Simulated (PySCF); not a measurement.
B(F)2(iPr) (C₃H₇BF₂), SMILES B(C(C)C)(F)F. Heavy atoms are numbered as in [B:1]([F:2])([F:3])[CH:4]([CH3:5])[CH3:6]. Hydrogens are named by the atom that carries them.

Geometry optimised at PBE0-D3(BJ)/def2-SVP. One conformer was computed; it need not be the lowest.

Calculation: PBE0/pcSseg-1 run with PySCF.

GIAO shieldings, no solvent; atoms alike by connectivity are averaged. δ = σ(ref) − σ: ¹¹B against BF3 (σ = 88.8 ppm); ¹⁹F against CFCl3 (σ = 167.2 ppm); ¹³C against TMS (σ = 186.3 ppm); ¹H against TMS (σ = 31.56 ppm), references at their B3LYP-D3(BJ)/def2-TZVP geometries, non-relativistic.

```csv
atoms,nucleus,count,δ (ppm)
B1,¹¹B,1,[?]
F2,¹⁹F,2,-78.5
C5 (CH3),¹³C,2,19.3
C4 (CH),¹³C,1,[?]
H on C5,¹H,6,[?]
H on C4,¹H,1,1.25
```

Q: What belongs in the gaps? (Estimate from the structure and the level; the computed values follow.)

A: 
- H on C5, δ (ppm): 1.37
- B1, δ (ppm): 17.8
- C4 (CH), δ (ppm): 16.6
